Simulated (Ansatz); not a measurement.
Stepwise reaction of `C[Si](C)(O)Cl` with hydrogen sulfide, as a gas-phase model of exchange steps in deposition or etching. ΔE in kJ/mol.

Isolated molecules relaxed with PBE0-D4/def2-TZVP in Ansatz; ΔE leaves out vibrations. CCSD(T)/CBS adds triple-zeta CCSD(T) − MP2 to the extrapolated MP2 energy (def2 sets, frozen cores). This one scheme is used for every species. Functionals use def2-TZVPP. B3LYP here is the variant with VWN-RPA as its local correlation; programs differ in this. One conformer a species, not always the lowest.

```csv
step,reaction,PBE-D4,B3LYP-D4,ωB97M-V,CCSD(T)/CBS
1,`C[Si](C)(O)Cl` + H₂S → `C[Si](O)(S)Cl` + CH₄,-68.9,-66.3,-63.3,-64.4
```

Problem. Give the row of step 2, `C[Si](O)(S)Cl` + H₂S → `O[Si](S)(S)Cl` + CH₄. (An estimate is asked.)

Solution. Ansatz gave: 
```tsv
step	reaction	PBE-D4	B3LYP-D4	ωB97M-V	CCSD(T)/CBS
2	`C[Si](O)(S)Cl` + H₂S → `O[Si](S)(S)Cl` + CH₄	-58.3	-56.1	-52.5	-53.7
```

Problem. By hand: ΔE of the 2 steps together at CCSD(T)/CBS.

Solution. (-64.4) + (-53.7) = -118.1 kJ/mol, or -59.1 kJ/mol a step.

In ΔE each step is higher than the one before. All are downhill at CCSD(T)/CBS. PBE-D4 differs from CCSD(T)/CBS by -4.6 to -4.5 kJ/mol a step. Isolated molecules leave out the surface, adducts and barriers. Largest T1 diagnostic: 0.011.
